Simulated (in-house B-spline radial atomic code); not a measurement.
Inner-shell binding energies (edges) and X-ray emission energies of free atoms and ions, as differences of relaxed hole-state energies with first-order Breit, QED and recoil terms, without correlation or multiplet splittings, in NIST's listed ground configurations. For neutral atoms such line energies lie within some 1 to 5 eV of tabulated X-ray lines (up to 20 eV for the heaviest). Removing outer electrons raises all edges nearly alike, so lines move far less than edges. K = 1s, L1 = 2s, L3 = 2p3/2. A dash marks a subshell that is part filled or wasn't run, or a line left out. Computed with an all-electron radial atomic-structure program (B-spline basis): Dirac-Hartree-Fock, average of the configuration, finite nuclei.

```
 ion      configuration  K edge (eV)  L1 edge (eV)  L3 edge (eV)
  Ga  [Ar] 3d10 4s2 4p1      10375.8       1313.64             -
 Ga+      [Ar] 3d10 4s2      10385.5       1323.24       1134.56
Ga3+          [Ar] 3d10      10413.1       1350.03       1161.58
Ga4+           [Ar] 3d9            ?             ?             ?
Ga5+           [Ar] 3d8      10471.7       1410.18       1221.58
Ga6+           [Ar] 3d7            ?             ?             ?
Ga7+           [Ar] 3d6      10541.5       1481.47       1292.75
```

Problem. Fill in the row of Ga4+.

Solution. K edge (eV): 10440.9; L1 edge (eV): 1378.63; L3 edge (eV): 1190.11.

Problem. Fill in the row of Ga6+.

Solution. K edge (eV): 10505.3; L1 edge (eV): 1444.5; L3 edge (eV): 1255.83.
